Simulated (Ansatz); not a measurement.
`O=C[SiH2]Cl`. The species carries charge 0 and has multiplicity 1.

Z-matrix (Å, degrees):
```
Si
C 1 1.924
Cl 1 2.052 2 109.2
H 1 1.480 2 108.8 3 -119.4
H 1 1.480 2 108.8 3 119.3
O 2 1.204 1 118.9 3 179.6
H 2 1.115 1 120.6 3 -0.4
```

Task: List the harmonic frequencies (cm⁻¹, unscaled) at PBE0-D4/def2-TZVP in Ansatz. (An estimate is asked.)

Result: Ansatz gave: 49, 122, 309, 459, 557, 669, 705, 834, 904, 933, 1375, 1782, 2252, 2265, 2858.

Task: Is this a minimum?

Result: Yes, all 15 modes are real.

Task: Give the ideal-gas thermochemistry at 298.15 K and 1 bar (rigid rotor, harmonic oscillator; point group Cs, symmetry number 1).

Result: Zero-point energy 96.1 kJ/mol; H(298) − E = 113.4 kJ/mol; entropy 323.8 J/(mol·K), of which translation 165.6, rotation 109.2, vibration 49.0; G(298) − E = 16.9 kJ/mol. Modes under 100 cm⁻¹ are hindered rotations or soft bends, so the harmonic entropy is rough.
